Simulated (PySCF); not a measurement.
## Correlation energy of S (sulfur, neutral)

[Ne] 3s1 3p4 3d1, one real determinant (an excited configuration). All numbers are calculated (PySCF 2.14, no relativity, point nucleus, in aug-cc-pwCVTZ). Frozen: [Ne]; 6 electrons correlated.

```tsv
level	correlation energy (mhartree)
CCSD	-141.68
(T)	-12.17
CCSD(T)	-153.85
```

Diagnostics: T1 = 0.020, D1 = 0.0608, largest double amplitude 0.190.

Problem. Is a single reference adequate?

Solution. Not fully. The real determinant used has ⟨L²⟩ near 8 against 12 for a pure F term, so it mixes terms. The outer electron is Rydberg-like, and this basis confines it to a smaller radius and binds it less than a complete one would. A double-excitation amplitude exceeds 0.15, a sign of near-degeneracy.

The reference is one real determinant that mixes LS terms of this configuration.
